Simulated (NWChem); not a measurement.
System: C3H7FSi; SMILES C/C([SiH3])=C/F

Here is an NWChem input.

```
start job
memory heap 200 mb stack 900 mb global 1100 mb
geometry units angstroms noautosym nocenter noautoz
  C     -1.851765    -0.836640     0.000000
  C     -0.548590    -0.089473     0.000000
  Si     1.100655    -1.004122     0.000000
  C     -0.532233     1.243068     0.000000
  F      0.610428     1.935590     0.000000
  H     -2.716949    -0.154966     0.000000
  H     -1.938896    -1.490567     0.883202
  H     -1.938896    -1.490567    -0.883202
  H      1.907806    -0.675168    -1.213181
  H      1.907806    -0.675168     1.213181
  H      0.813489    -2.471464     0.000000
  H     -1.409592     1.900848     0.000000
end
basis spherical
  * library 6-31g*
end
dft
  xc b3lyp
  iterations 150
end
property
  shielding 10 1 2 3 4 5 6 7 9 11 12
end
task dft property
```

Geometry: optimised at PBE0/def2-SVP. Not confirmed as a minimum by frequencies.

GIAO values for the isolated, static molecule; σ is the absolute isotropic shielding, δ = σ(reference) − σ with the isolated reference molecule computed at the same levels (13C: tetramethylsilane, 19F: trichlorofluoromethane, 1H: tetramethylsilane, 29Si: tetramethylsilane).

Atoms are numbered as in the input.

**Question.** Give the results of this calculation. (B3LYP/6-31G* (spherical d), GIAO.) Quantities: δ C2 (ppm); δ Si3 (ppm); δ C4 (ppm); δ F5 (ppm); δ H6 (rotor mean) (ppm); δ H9 (rotor mean) (ppm); δ H12 (ppm).

**Answer.** 
```json
{
  "δ C2 (ppm)": "99.0",
  "δ Si3 (ppm)": "-45.2",
  "δ C4 (ppm)": "147.9",
  "δ F5 (ppm)": "-95.3",
  "δ H6 (rotor mean) (ppm)": "1.57",
  "δ H9 (rotor mean) (ppm)": "4.25",
  "δ H12 (ppm)": "6.69"
}
```
